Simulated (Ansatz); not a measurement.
Basis-set extrapolation for CH$_{6}$O$_{3}$Si (`OC(O)O[SiH3]`) (PBE0-D4/def2-TZVP geometry, frozen core, Ansatz 0.2.0). Multiplicity 1, RHF reference.

|  | def2-TZVPP | def2-QZVPP |
| --- | --- | --- |
| HF | -555.054106 | -555.075902 |
| MP2 correlation | -1.008051 | -1.087077 |
| CCSD(T) correlation | -1.076868 | not run |

Energies in hartree. Use E(X) = E(∞) + A·exp(−7.88·√X) for Hartree–Fock and E(X) = E(∞) + B·X^(−2.97) for correlation, with X = 3 and 4, and add CCSD(T) minus MP2 of the smaller set to the MP2 limit.

Question: What is the CCSD(T) energy at the basis-set limit?

Answer: HF limit: -555.075902 + (-0.021796) × 0.13774 = -555.07890. MP2 limit: -1.087077 + (-0.079026) × 0.74074 = -1.14561. Higher-order term: -1.076868 − (-1.008051) = -0.06882. Total: -556.29333 hartree, 4.42 eV below CCSD(T)/def2-TZVPP.
